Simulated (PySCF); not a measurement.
How methods differ on the ionisation energy of Zn¹⁴⁺

Zn¹⁴⁺ [Ne] 3s2 3p4 [3p1/2^2 3p3/2^2, M_J = 2] → Zn¹⁵⁺ [Ne] 3s2 3p3 [3p1/2^2 3p3/2^1, M_J = 3/2], as a difference of total energies. Calculation: PySCF 2.14, in an uncontracted even-tempered set (19 s from 1.2 bohr⁻², ratio 2.4; 13 p from 1.5 bohr⁻², ratio 2.4; 5 d from 7.6 bohr⁻², ratio 2.6; 4 f from 11 bohr⁻², ratio 2.6); the two-component X2C-1e Hamiltonian. Correlated levels: 1s2 frozen; the 50 highest virtual spinors dropped. "Screened" scales the spin-orbit matrix elements by Boettger's factors to mimic the two-electron term; Breit and QED terms are absent.

```csv
method,ionisation energy (eV)
GHF (spin-free),488.02
GMP2 (spin-free),489.07
```

**Question.** How much does correlation contribute at GMP2 (spin-free)?

**Answer.** 489.07 − (488.02) = 1.05 eV, measured against GHF (spin-free).

The labels give the starting determinants; with spin-orbit coupling the two ends relaxed to ⟨J²⟩ = 6.01, ⟨L²⟩ = 2.35, ⟨S²⟩ = 1.83.

For comparison: 490.6 ± 0.6 eV (semi-empirical (NIST evaluation); NIST Atomic Spectra Database, ionization energies).
